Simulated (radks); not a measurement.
Values are calculated unless marked as measured or tabulated.
Q: The iodine ion I9+ is in [Kr] 4d8. Level of theory: scalar-relativistic Kohn-Sham, BLYP, spin-polarised, spherical densities, finite nucleus; Fermi nuclear charge, rms radius of each element as measured or else 0.836 A^(1/3) + 0.57 fm (a radial shooting solver on a logarithmic mesh with Libxc functionals). Open shells are filled with parallel spins first. One electron is removed from 4s, 4d, 4p, 3d in turn, with full relaxation. Which removal costs least, and what does each cost?

A: 4d 198.06 eV; 4p 279.01 eV; 4s 333.72 eV; 3d 782.28 eV. The 4d electron leaves first.
